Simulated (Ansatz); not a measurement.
**Question.** Name a neutral molecule of Cl, O, Si and H with HOMO energy (B3LYP/def2-TZVPP) between -8.60 and -8.30 eV and HOMO–LUMO gap (B3LYP/def2-TZVPP) between 8.55 and 8.85 eV (Ansatz, PBE0-D4/def2-TZVP geometry).

**Answer.** `O[SiH2]O[SiH2]Cl` (-8.59 eV, 8.62 eV). Other molecules can fit too; these were computed, each in one conformer that needn't be the lowest.

B3LYP here is the variant with VWN-RPA as its local correlation; programs differ in this.
